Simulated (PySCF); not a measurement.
NMR data sheet: C9H10O2

```
Formula                               : C9H10O2
SMILES                                : COC(=O)c1ccc(C)cc1
InChI                                 : InChI=1S/C9H10O2/c1-7-3-5-8(6-4-7)9(10)11-2/h3-6H,1-2H3
Point group of the computed structure : C1
Degrees of unsaturation               : 5
Carbon signals                        : 7
Proton signals                        : 4
```

Bonds (- single, = double, # triple, : aromatic): C1-O2, O2-C3, C3=O4, C3-C5, C5:C6, C6:C7, C7:C8, C8-C9, C8:C10, C10:C11, C11:C5. C1 carries H12, H13, H14; C6 carries H15; C7 carries H16; C9 carries H17, H18, H19; C10 carries H20; C11 carries H21.

Calculated, not measured (PySCF 2.14): J couplings at B3LYP/pcJ-1 (without the spin–dipole term), σ from GIAO-KT2/pcSseg-2, PBE0-D3(BJ)/def2-SVP structure. One averaged value for each set of equivalent atoms, one conformer, relativity neglected, no solvent model.

Chemical shifts δ = σref − σ; ¹H (31.18 ppm), ¹³C (182.28 ppm) against TMS; ¹⁷O (324.36 ppm) against H2O, all at this level.

| carbon | δC, type | δH (multiplicity, J in Hz) | HMBC from (abs. J ≥ 3 Hz) | span of the C tensor (ppm) |
| --- | --- | --- | --- | --- |
| C1 | 52.6, CH3 | 3.76 (s) | – | 76 |
| C3 | 164.1, C | – | H15/H21, H12/H13/H14 | 130 |
| C5 | 126.7, C | – | H16/H20 | 188 |
| C6/C11 | 128.8, CH | 8.07 (d, 9.0) | H15/H21 | 217 |
| C7/C10 | 127.6, CH | 7.18 (d, 9.0) | H16/H20, H17/H18/H19 | 199 |
| C8 | 143.3, C | – | H15/H21, H17/H18/H19 | 227 |
| C9 | 24.0, CH3 | 2.42 (s) | H16/H20 | 50 |

Other nuclei:
```json
{"atoms": "O4", "nucleus": "¹⁷O", "environment": "ester carbonyl oxygen", "δ (ppm)": "371.2", "σ (ppm)": "-46.8"}
{"atoms": "O2", "nucleus": "¹⁷O", "environment": "ester alkoxy oxygen", "δ (ppm)": "174.3", "σ (ppm)": "150.1"}
```

Selected couplings (Hz, signed; the shortest-range and largest first, 30 at most; isotopes ¹³C, ¹H): ¹J(C6,H15) 171.4, ¹J(C7,H16) 165.3, ¹J(C1,H12) 151.8, ¹J(C9,H17) 133.4, ³J(H15,H16) 9.0.

- Carbon types of the structure: 3 × C, 4 × CH, 2 × CH3, which accounts for all hydrogens.
- δC 164.1: ester carbonyl carbon; lone-pair donation from the attached heteroatom keeps it upfield of a ketone carbonyl.
- δC 143.3, 126.7: substituted aromatic carbon.
- δC 128.8, 127.6: aromatic CH; the aromatic region.
- δH 3.76: hydrogen on a methyl carbon bonded to O; its carbon carries O, which withdraws density.
- δH 2.42: hydrogen on a methyl carbon on an aromatic ring; benzylic-type position, deshielded by the ring.
- The protons at 8.07 and 7.18 share a coupling of 9.0 Hz (vicinal, an ortho-type coupling).

Multiplet labels drop couplings under 1 Hz and merge nearly equal ones. Couplings among chemically equivalent protons are left out too, so labels in AA′BB′ or AA′XX′ sets are apparent multiplicities. Unscaled 3J(H,H) at this level run about 10 % above measured values. Shifts are as computed. Against solution values, carbons near 30 ppm lie about +3 ppm off and those near 130 ppm about -1 ppm. Of 1211 compounds with measured shifts, 218 miss one by over three times the rms of a fit or turn the order of signals round; such compounds aren't used in these exercises. Unscaled 17O shifts of doubly bonded oxygen tend to come out too high, by tens of ppm or more. Experimental scales use liquid or dissolved standards, which lie at an offset from isolated H2O (liquid H2O: subtract about 36 ppm).
